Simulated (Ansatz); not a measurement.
CrF₃. Charge 0, multiplicity 4. Geometry PBE-D4/def2-TZVP; atoms count from 1.

```xyz
4

Cr    0.000    0.000    0.000
F     0.861    1.192   -0.921
F     0.719   -0.682    1.425
F    -1.581   -0.510   -0.503
```

The structure comes from a short search, and lower isomers may exist.

Q: Estimate the Mulliken populations from the PBE0/def2-TZVP orbitals of Ansatz.

A: 
```
atom  charge (e)  spin (α − β)  d electrons
 Cr1        1.48          3.06         4.12
  F2       -0.49         -0.02            –
  F3       -0.49         -0.02            –
  F4       -0.49         -0.02            –
```
Mulliken values and Mayer orders depend strongly on the basis.

Q: Where does the spin sit?

A: Summed by element: Cr 3.06, F -0.06, of 3 unpaired in all. Largest on single atoms: Cr1 3.06, F2 -0.02, F3 -0.02.

Q: And the Mayer bond orders between bonded heavy atoms (over 0.3)?

A: Cr1–F2 0.84 (1.74 Å); Cr1–F3 0.84 (1.74 Å); Cr1–F4 0.84 (1.74 Å).
